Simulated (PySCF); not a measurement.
## Ionisation energy of Ga¹⁵⁺ by level of theory

Ga¹⁵⁺ [Ne] 3s2 3p4 (3P) → Ga¹⁶⁺ [Ne] 3s2 3p3 (4S), as a difference of total energies. Computed with PySCF 2.14 in an uncontracted even-tempered set (19 s from 0.93 bohr⁻², ratio 2.5; 12 p from 1.2 bohr⁻², ratio 2.5; 5 d from 7.8 bohr⁻², ratio 2.7; 4 f from 12 bohr⁻², ratio 2.7), with the spin-free X2C one-electron Hamiltonian (Gaussian nucleus). Correlated levels: outer shells: 1s2 frozen; virtual orbitals above 40 to 60 times the deepest correlated orbital energy dropped. The calculations carry no spin-orbit coupling.

```
                method  ionisation energy (eV)
                   UHF                  545.91
                   LDA                  548.14
                   PBE                  548.13
                  PBE0                  548.03
                r2SCAN                  547.92
                  PW91                  548.45
                PBEsol                  547.83
    MP2 (outer shells)                  546.87
SCS-MP2 (outer shells)                  546.90
```

Problem. How much does correlation contribute at MP2 (outer shells)?

Solution. 546.87 − (545.91) = 0.96 eV, measured against UHF.

Spin-orbit coupling is strong in these open shells (close to jj coupling). The scalar numbers leave it out and a first-order estimate fails, so it can dominate the gap to the real levels.

Breit and QED terms and the two-electron picture change are absent.

For comparison: 548.3 ± 0.7 eV (semi-empirical (NIST evaluation); NIST Atomic Spectra Database, ionization energies).
